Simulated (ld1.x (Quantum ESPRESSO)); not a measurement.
**H (Z = 1) ultrasoft: all-electron and pseudo phase curves**

H (Z = 1), ultrasoft, made with ld1.x (Quantum ESPRESSO) 7.5 (PBE, scalar-relativistic). Core none, reference 1s1. Waves: 1s (bound): rcut 1.05, rcutus 1.30 bohr; 1s channel at 0.65 Ry: rcut 1.05, rcutus 1.30 bohr; 2p channel at 0.15 Ry: rcut 1.05, rcutus 1.40 bohr; 2p channel at 1.3 Ry: rcut 1.05, rcutus 1.40 bohr. Local part: all-electron potential smoothed inside 1.00 bohr (lloc = -2). Core correction: none. Augmentation charge: PSQ, radius 1.00 bohr.

The phase is arctan(r·u′/u) with u = r·R(r), unwrapped; energies in Ry, scanned from -2 to 5 Ry. A pole is an energy at which the radial function vanishes at the test radius. The pseudo phase is shifted by a multiple of π to meet the all-electron one at the reference energy, and phase errors are pseudo minus all-electron; the curves can meet again beyond the range given. Levels narrower than the energy grid can be missing from the lists of poles.

```tsv
channel	radius (bohr)	reference energy (Ry)	poles, all-electron	poles, pseudo	unbroken range about the reference energy with phases within 0.05 rad	phase error 1 Ry above the reference energy (rad)
s	1.56	-0.48	1.26	1.26	the whole range	+0.000
p	1.56	0.15	none	none	the whole range	+0.000
```

Phases in the p channel:

```tsv
E (Ry)	all-electron	pseudo
-2.00	1.184	1.184
-1.76	1.168	1.168
-1.52	1.150	1.150
-1.28	1.130	1.130
-1.04	1.107	1.107
-0.80	1.081	1.081
-0.56	1.051	1.051
-0.32	1.017	1.017
-0.08	0.976	0.976
0.16	0.926	0.926
0.40	0.867	0.867
0.64	0.794	0.794
0.88	0.704	0.704
1.12	0.590	0.590
1.36	0.447	0.447
1.60	0.270	0.270
1.84	0.059	0.059
2.08	-0.174	-0.174
2.32	-0.405	-0.406
2.56	-0.615	-0.615
2.80	-0.790	-0.790
3.04	-0.932	-0.932
3.28	-1.045	-1.045
3.52	-1.135	-1.135
3.76	-1.208	-1.208
4.00	-1.268	-1.268
4.24	-1.317	-1.317
4.48	-1.359	-1.360
4.72	-1.396	-1.396
4.96	-1.427	-1.427
```
